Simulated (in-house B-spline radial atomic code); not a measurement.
A fraction x of an electron is removed from 5s in Te IV (Te3+), starting from [Kr] 4d10 5s2 5p1 and keeping the highest spin. Method: scalar-relativistic (X2C) LDA VWN5, spin-polarised, spherical fractional occupations, Fermi nucleus of rms radius 4.7423 fm. Calculated with a B-spline radial code for spherical atoms.

```json
{"x": "0", "E(x) - E(0) (eV)": "0.0000", "5s down level (eV)": "-42.645"}
{"x": "0.03", "E(x) - E(0) (eV)": "1.2841", "5s down level (eV)": "-42.962"}
{"x": "0.21", "E(x) - E(0) (eV)": "?", "5s down level (eV)": "?"}
{"x": "0.33", "E(x) - E(0) (eV)": "14.6484", "5s down level (eV)": "-46.135"}
{"x": "0.41", "E(x) - E(0) (eV)": "18.3731", "5s down level (eV)": "-46.983"}
{"x": "0.5", "E(x) - E(0) (eV)": "22.6446", "5s down level (eV)": "-47.938"}
{"x": "0.52", "E(x) - E(0) (eV)": "?", "5s down level (eV)": "?"}
{"x": "0.71", "E(x) - E(0) (eV)": "32.9453", "5s down level (eV)": "-50.164"}
{"x": "0.82", "E(x) - E(0) (eV)": "38.5275", "5s down level (eV)": "-51.329"}
{"x": "0.91", "E(x) - E(0) (eV)": "43.1899", "5s down level (eV)": "-52.279"}
{"x": "1", "E(x) - E(0) (eV)": "47.9375", "5s down level (eV)": "-"}
```

(1) What belongs in the row x = 0.21?

(2) What belongs in the row x = 0.52?

(3) Check Janak's theorem between x = 0.33 and 0.41.

Answers

(1) An energy change of 9.1884 eV; 5s down at -44.864 eV.

(2) An energy change of 23.6055 eV; 5s down at -48.150 eV.

(3) The slope of the energy is 46.56 eV; the orbital levels give 46.56 eV (-ε of the emptying orbital, averaged over the two points).
